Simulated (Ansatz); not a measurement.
The inner images of a band of C₂H₆BNSe (11 atoms, charge 0, multiplicity 1) are given out of order.

These are results of RKS r2SCAN/def2-SVP (Ansatz), not measurements.

Initial state:

```xyz
11
Properties=species:S:1:pos:R:3
B -0.781 1.620 1.160
C -0.832 0.219 0.482
N 0.410 -0.506 0.392
C 0.793 -0.918 -0.739
Se 2.456 -1.840 -0.910
H 0.191 1.995 1.767
H -1.781 2.298 1.130
H -1.487 -0.289 1.236
H -1.437 0.211 -0.453
H 0.231 -0.788 -1.689
H 2.302 -2.059 -2.357
```

Final state:

```xyz
11
Properties=species:S:1:pos:R:3
B -0.236 1.078 1.159
C -1.364 0.631 0.104
N -0.050 -0.008 0.076
C 0.548 -0.824 -0.686
Se 2.361 -1.273 -0.393
H 0.425 2.075 0.950
H -0.309 0.638 2.288
H -2.161 -0.061 0.407
H -1.586 1.189 -0.815
H 0.038 -1.294 -1.542
H 2.400 -2.207 -1.529
```

Q: Put them in order from the first end to the last, with their energies above the first end.
A.
```xyz
11
Properties=species:S:1:pos:R:3
B -0.452 1.339 1.018
C -1.267 0.487 -0.036
N -0.098 -0.272 0.364
C 0.644 -0.889 -0.468
Se 2.241 -1.781 0.015
H 0.429 2.076 0.638
H -0.848 1.397 2.157
H -2.178 0.017 0.361
H -1.321 0.698 -1.114
H 0.381 -0.958 -1.539
H 2.533 -2.171 -1.375
```
B.
```xyz
11
Properties=species:S:1:pos:R:3
B -0.685 1.547 1.049
C -1.121 0.242 0.262
N 0.009 -0.655 0.432
C 0.741 -0.922 -0.565
Se 2.281 -2.024 -0.348
H 0.291 2.142 0.656
H -1.271 1.941 2.028
H -2.016 -0.232 0.695
H -1.334 0.482 -0.806
H 0.559 -0.565 -1.601
H 2.611 -2.014 -1.782
```
C.
```xyz
11
Properties=species:S:1:pos:R:3
B -0.724 1.555 1.058
C -1.054 0.160 0.413
N 0.083 -0.730 0.430
C 0.765 -0.923 -0.614
Se 2.331 -2.011 -0.515
H 0.331 2.079 0.791
H -1.518 2.130 1.763
H -1.915 -0.335 0.891
H -1.387 0.442 -0.624
H 0.545 -0.498 -1.617
H 2.610 -1.926 -1.956
```
D.
```xyz
11
Properties=species:S:1:pos:R:3
B -0.588 1.484 1.023
C -1.198 0.352 0.104
N -0.075 -0.512 0.423
C 0.690 -0.905 -0.511
Se 2.232 -1.953 -0.147
H 0.306 2.171 0.590
H -0.967 1.628 2.159
H -2.120 -0.093 0.512
H -1.312 0.558 -0.977
H 0.512 -0.694 -1.586
H 2.585 -2.093 -1.569
```
E.
```xyz
11
Properties=species:S:1:pos:R:3
B -0.354 1.234 1.003
C -1.303 0.620 -0.139
N -0.117 -0.131 0.237
C 0.596 -0.918 -0.461
Se 2.282 -1.554 0.105
H 0.517 2.031 0.722
H -0.765 1.168 2.141
H -2.221 0.133 0.216
H -1.325 0.904 -1.199
H 0.252 -1.264 -1.449
H 2.505 -2.281 -1.155
```
F.
```xyz
11
Properties=species:S:1:pos:R:3
B -0.760 1.587 1.112
C -0.907 0.151 0.518
N 0.296 -0.640 0.449
C 0.788 -0.918 -0.680
Se 2.411 -1.915 -0.799
H 0.310 2.049 1.421
H -1.764 2.250 1.235
H -1.656 -0.366 1.157
H -1.430 0.269 -0.465
H 0.349 -0.621 -1.657
H 2.429 -1.903 -2.270
```
G.
```xyz
11
Properties=species:S:1:pos:R:3
B -0.741 1.560 1.065
C -0.977 0.114 0.526
N 0.171 -0.748 0.457
C 0.781 -0.916 -0.635
Se 2.359 -1.990 -0.682
H 0.358 2.059 1.034
H -1.694 2.214 1.419
H -1.799 -0.390 1.066
H -1.414 0.368 -0.483
H 0.482 -0.476 -1.612
H 2.540 -1.852 -2.135
```

A: F (+0.2 kcal/mol), G (+0.7 kcal/mol), C (+2.3 kcal/mol), B (+3.5 kcal/mol), D (+2.2 kcal/mol), A (-1.5 kcal/mol), E (-6.9 kcal/mol).

The run took 8.4 min on 2 threads of Arm Neoverse V1, with other jobs on the host, peak memory 0.18 GiB.
